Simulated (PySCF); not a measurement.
Excitations are Tamm–Dancoff values on a coarser integration grid. The basis has no diffuse functions, so Rydberg states are missing or too high.

H$_{4}$GaNS$_{2}$, SMILES `[Ga]([NH2])([SH])[SH]` (charge 0, multiplicity 1)

Computed with PBE-D3(BJ)/def2-TZVP // B3LYP-D3(BJ)/def2-TZVP (PySCF).

- HOMO: -6.06 eV
- dipole moment: 2.97 D
- HOMO–LUMO gap: 4.63 eV
- LUMO: -1.44 eV
- S1 excitation (TDA): 4.79 eV
- S1 oscillator strength: 0.003
- T1 excitation (TDA): 4.44 eV
- S1–T1 gap (TDA): 0.35 eV
- total energy: -2777.8505 Ha
- cost: very roughly 6 core-minutes

```xyz
8

N     -0.4156    -1.2154     0.2646
Ga     0.1636     0.4826    -0.0636
S     -1.2581     2.1652    -0.2806
S      2.3212     0.9688    -0.1534
H      0.2014    -2.0075     0.1841
H     -1.3783    -1.4791     0.1302
H     -2.3444     1.3874    -0.1311
H      2.7101    -0.3020     0.0497
```
